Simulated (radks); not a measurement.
Task: The rhenium ion Re+, 74 electrons, occupied as [Xe] 4f14 5d5 6s1 (the NIST ground configuration). Method: scalar-relativistic Kohn-Sham, r2SCAN, spin-unpolarised, spherical densities, finite nucleus; meta-GGA in the generalised Kohn-Sham scheme; Fermi nuclear charge, rms radius 5.3698 fm; computed with a radial shooting solver on a logarithmic mesh with Libxc functionals. Some entries of the table are withheld. Estimate them.

orbital  occ.  eigenvalue (eV)  <1/r> (bohr^-1)  <r> (bohr)
1s          2        -71738.87            88.72     0.01804
2s          2        -12471.24            20.78     0.07620
2p          6        -10882.78            18.75     0.06835
3s          2        -2903.524            7.707      0.1972
3p          6        -2432.927            7.094      0.1977
3d         10        -1898.239              (1)      0.1793
4s          2              (2)            3.270      0.4406
4p          6        -462.9622            2.970      0.4683
4d         10        -267.3659            2.646      0.4999
5s          2         -94.9893            1.287       1.039
5p          6         -56.1983            1.087       1.209
4f         14         -50.6675            2.163      0.5802
5d          5              (3)           0.7127         (4)
6s          1         -12.5726           0.4417       2.865

Result: 
(1) 3d <1/r> (bohr^-1): 6.688
(2) 4s eigenvalue (eV): -617.9980
(3) 5d eigenvalue (eV): -12.9878
(4) 5d <r> (bohr): 1.841
